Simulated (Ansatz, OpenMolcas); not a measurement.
# Si2NH6Cl (SMILES N[SiH]([SiH3])Cl): methods side by side

Si2NH6Cl has 10 atoms, charge 0, and is taken as a singlet. As SMILES, `N[SiH]([SiH3])Cl`. The coordinates come from a PBE0-D4/def2-TZVP relaxation. This is one conformer, not always the lowest.

Quantity: the vertical energy of the triplet above the singlet, in eV. The values are calculated.

```tsv
level	kind	program	value (eV)	less CCSD(T)/6-31G*	CPU time (all runs)
BHLYP/6-31G* (spherical functions)	global hybrid	OpenMolcas	6.57	-0.15	1.7 min
M06-2X/6-31G* (spherical functions)	hybrid meta-GGA	OpenMolcas	6.49	-0.23	2.2 min
PBE0/6-31G* (spherical functions)	global hybrid	OpenMolcas	6.19	-0.53	1.8 min
r2SCAN0/6-31G* (spherical functions)	hybrid meta-GGA	Ansatz	6.29	-0.43	2.2 min
B3LYP/6-31G* (Cartesian functions)	global hybrid	Ansatz	6.16	-0.56	67 s
RPA@PBE/6-31G* (spherical functions)	RPA	Ansatz	6.17	-0.55	76 s
MP2/6-31G* (spherical functions)	perturbation theory	Ansatz	6.99	+0.27	25 s
CCSD(T)/6-31G* (spherical functions), open shells restricted	coupled cluster or CI	OpenMolcas	6.72	0.00	86 s
```

Differences are taken from CCSD(T)/6-31G* (spherical functions), open shells restricted for orientation; it has basis-set and higher-order errors of its own. The values span 6.16 to 6.99 eV. A triplet this far above the singlet is often a Rydberg-like or dissociative state; sets without diffuse functions put Rydberg states too high. The second state's dipole differs much between rows, so they may not all be the same state. Times are those of the runs behind each value, whatever else they computed, on shared processors of several kinds: orders of magnitude only.
